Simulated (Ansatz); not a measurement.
Relaxation of C2H10OSi3 (16 atoms, charge 0, multiplicity 1), to a largest force component of 0.02 eV/Å in at most 50 steps.

Computed with Ansatz 0.2.0, RKS revPBE/STO-3G.

```xyz
16
Properties=species:S:1:pos:R:3
O -0.406 -2.137 -1.720
Si -0.641 -1.614 -0.158
C -0.038 0.152 0.070
Si 1.966 0.097 0.064
C -0.655 1.214 -0.725
Si -0.642 0.944 1.538
H -0.619 -1.405 -2.389
H 0.093 -2.539 0.739
H -2.079 -1.648 0.193
H 2.443 1.450 0.302
H 2.370 -0.773 1.195
H 2.413 -0.408 -1.218
H -1.787 1.259 -0.855
H -0.266 2.239 -0.705
H -0.076 2.225 1.931
H -2.098 0.922 1.782
```

Q: Where does it end, and by what steps?

A: It converged. Limits of this set-up: minimal basis. After 14 steps the energy has fallen by 2.305 eV; H8 moved furthest, 0.42 Å.

| step | energy less start (eV) | largest force component (eV/Å) | accepted |
| --- | --- | --- | --- |
| 0 | 0.0000 | 4.230 | yes |
| 1 | -0.9885 | 1.982 | yes |
| 2 | -1.5586 | 1.463 | yes |
| 3 | -1.9046 | 2.107 | yes |
| 4 | -2.0968 | 2.712 | yes |
| 5 | -2.2584 | 0.688 | yes |
| 6 | -2.2437 | 0.565 | no |
| 7 | -2.2997 | 0.076 | yes |
| 8 | -2.2883 | 0.266 | no |
| 9 | -2.3017 | 0.031 | yes |
| 10 | -2.3029 | 0.029 | yes |
| 11 | -2.3041 | 0.030 | yes |
| 12 | -2.3045 | 0.069 | yes |
| 13 | -2.3049 | 0.037 | yes |
| 14 | -2.3050 | 0.012 | yes |

```xyz
16
Properties=species:S:1:pos:R:3
O -0.206 -2.328 -1.657
Si -0.722 -1.599 -0.164
C 0.045 0.097 0.163
Si 1.922 0.171 0.023
C -0.744 1.350 -0.427
Si -0.793 1.203 1.415
H -0.537 -1.643 -2.362
H -0.306 -2.554 0.859
H -2.184 -1.449 -0.111
H 2.403 1.520 0.304
H 2.542 -0.745 0.974
H 2.368 -0.196 -1.318
H -1.651 1.131 -1.018
H -0.139 2.140 -0.904
H 0.005 2.117 2.219
H -2.026 0.762 2.050
```

Whether the end is a true minimum wasn't checked by a vibrational analysis.

Time of the run: 72 s on 1 thread of Arm Neoverse V1, with other jobs on the host, peak memory 0.14 GiB.
